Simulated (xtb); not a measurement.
ClIn, charge +1, doublet, at a GFN2-xTB geometry (such geometries of metal compounds can be far from the true shape) (a state made from the parent by changing its charge; the spin is typed, not shown lowest), atoms displaced at random by about 0.02 Å a coordinate. Base run: GFN2-xTB (xtb).

The xtb input:
```
$ xtb mol.xyz --gfn 2 --chrg 1 --uhf 1 --opt --json

# file mol.xyz
2

In     0.02942905    -0.01401969    -0.64381537
Cl     0.00419644     0.00902058     1.88929944
```

Each row names what was changed in the base input (with any setting that the change needs).

```tsv
change	ΔE vs base (mEh)	optimiser steps
base	0.000	1
opt level = vtight	-0.015	4
opt level = lax	0.000	1
opt level = tight	-0.015	3
engine = lbfgs	-0.015	-
alpb = acetone	-73.984	3
opt level = crude	0.000	1
engine = inertial	0.000	-
opt level = sloppy	0.000	1
opt level = extreme	-0.015	4
```
